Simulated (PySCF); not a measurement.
A GIAO shielding run with PySCF 2.14.0 with density-fitted response routines (density fitting, non-relativistic, gas phase) on `CC#C[C@@H]1CCO[Si@H]1F`, C6H9FOSi:

```
$ OMP_NUM_THREADS=1 python probes_run.py task.json out

{"job": {"kind": "nmr", "xc": "PBE0", "basis": "pcSseg-1"}, "charge": 0, "multiplicity": 1}
C      3.049145     1.349568    -0.740326
C      1.690801     0.847905    -0.752685
C      0.565219     0.436043    -0.781599
C     -0.800442    -0.046086    -0.773174
C     -1.587288     0.541368     0.415265
C     -1.357094    -0.386562     1.609373
O     -1.370287    -1.727014     1.159105
Si    -0.897998    -1.917581    -0.381676
F     -2.075974    -2.673479    -1.180011
H      3.603128     0.946967    -1.588074
H      3.049214     2.437790    -0.805407
H      3.549880     1.051561     0.180767
H     -1.269846     0.238065    -1.718355
H     -1.276042     1.559607     0.649537
H     -2.650779     0.543061     0.170312
H     -2.135980    -0.284369     2.368343
H     -0.383420    -0.185156     2.068225
H      0.289004    -2.725370    -0.517945
```

Hardware: 1 thread of an Intel Xeon, shared host. The job also computes population analyses, field gradients, ring-centre shieldings.

(1) How large is the calculation?

(2) How long does it take, and how much memory does it need?

Answers

(1) 76 electrons, 205 basis functions and 1083 auxiliary functions.

(2) 2.1 min of wall time, with 14 SCF cycles and 4 response iterations; peak memory 0.92 GiB. Times on a shared host scatter by some tens of per cent.
